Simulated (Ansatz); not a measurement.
CH₄ClGaO₂, SMILES `C[O][Ga]([OH])[Cl]`: the same geometry under several functionals.

```yaml
crystal:
  periodic: [false, false, false]
  atoms:
    - {symbol: C, position_ang: [-0.051183, -0.932764, 1.291523]}
    - {symbol: O, position_ang: [-0.465138, -0.558699, -0.003701]}
    - {symbol: Ga, position_ang: [0.184587, 0.823468, -0.889303]}
    - {symbol: O, position_ang: [-0.416453, 1.186972, -2.509814]}
    - {symbol: Cl, position_ang: [1.681456, 2.056771, -0.029042]}
    - {symbol: H, position_ang: [0.714114, -0.268049, 1.707500]}
    - {symbol: H, position_ang: [0.356075, -1.948249, 1.265494]}
    - {symbol: H, position_ang: [-0.913316, -0.925009, 1.965541]}
    - {symbol: H, position_ang: [-1.090142, 0.565560, -2.798198]}
basis:
  gaussian: {orbitals: def2-TZVPP}
hamiltonian: {xc: r2scan, dispersion: d4}
output: {forces: true, orbitals: {seedname: orbitals}}
```

```sh
$ ansatz run in.yaml --threads 2 --pin off --events-out ev --progress --plain --max-ram 22528MiB --backend cpu
```

Output, abridged:

```
Functional definition: r2SCAN
1380 factors; their error is unknown
mean field evaluation 1: about -70085.1153 eV, gradient 8.9e1 eV
mean field evaluation 2: about -70023.7278 eV, gradient 1.9e2 eV
mean field evaluation 4: about -70098.3458 eV, gradient 1.6e1 eV
mean field evaluation 8: about -70098.7718 eV, gradient 1.7e-1 eV
mean field evaluation 16: about -70098.7398 eV, gradient 6.1e-3 eV
mean field -70098.73980577 eV, -2576.0811732297 hartree, gradient 1.4e-5 eV, S^2 0.000000; 0 other end points of the search recorded, 0 dependent functions left out
reference -70098.73981807 eV, -2576.0811736817 hartree; 37, 37 occupied and 202, 202 virtual orbitals, 1380 factors
Total energy: -70098.78721387 eV, -2576.0829154453 hartree
Atom 0 at    -0.051183    -0.932764     1.291523 Å, force     0.110614    -0.079800     0.315863 eV/Å
Atom 1 at    -0.465138    -0.558699    -0.003701 Å, force    -0.131522     0.028454    -0.277541 eV/Å
Atom 2 at     0.184587     0.823468    -0.889303 Å, force     0.035743     0.024960     0.026689 eV/Å
Atom 3 at    -0.416453     1.186972    -2.509814 Å, force     0.035548     0.061243    -0.026709 eV/Å
Atom 4 at     1.681456     2.056771    -0.029042 Å, force    -0.006370     0.001859    -0.013821 eV/Å
Atom 5 at     0.714114    -0.268049     1.707500 Å, force    -0.007065    -0.005604    -0.004757 eV/Å
Atom 6 at     0.356075    -1.948249     1.265494 Å, force    -0.005777     0.009560    -0.005626 eV/Å
Atom 7 at    -0.913316    -0.925009     1.965541 Å, force     0.004882     0.001427    -0.011716 eV/Å
Atom 8 at    -1.090142     0.565560    -2.798198 Å, force    -0.036054    -0.042100    -0.002383 eV/Å
Dipole moment:    -0.189627    -0.315589     0.126613 e Å
```

Run time 6 s (2 threads of an AMD EPYC 7R13 on a shared host); peak host memory 0.39 GiB.

The same input with `hamiltonian: {xc: pbe0, dispersion: d4}` and no forces (abridged; 4.4 s):

```
Functional definition: PBE0
mean field evaluation 16: about -70085.7300 eV, gradient 1.7e-4 eV
mean field -70085.72996812 eV, -2575.6030705144 hartree, gradient 4.1e-5 eV, S^2 0.000000
Total energy: -70085.89599197 eV, -2575.6091717784 hartree
```

With the line `hamiltonian: {xc: pbe, dispersion: d4}` (abridged; 3.3 s):

```
Functional definition: PBE
mean field evaluation 16: about -70083.5439 eV, gradient 6.0e-3 eV
mean field -70083.54388813 eV, -2575.5227335564 hartree, gradient 1.5e-5 eV, S^2 0.000000
Total energy: -70083.73824811 eV, -2575.5298761540 hartree
Atom 0 force     0.105818    -0.028227     0.230723 eV/Å
Atom 1 force    -0.385166    -0.313419    -0.224665 eV/Å
Atom 2 force     0.152658     0.122856     0.091055 eV/Å
Atom 3 force     0.168235     0.449102    -0.364135 eV/Å
Atom 4 force     0.222655     0.189148     0.120042 eV/Å
Atom 5 force     0.161663     0.125062     0.109868 eV/Å
Atom 6 force     0.090492    -0.222868     0.005519 eV/Å
Atom 7 force    -0.183156    -0.001905     0.155892 eV/Å
Atom 8 force    -0.333199    -0.319748    -0.124300 eV/Å
Dipole moment:    -0.186025    -0.306527     0.119656 e Å
```
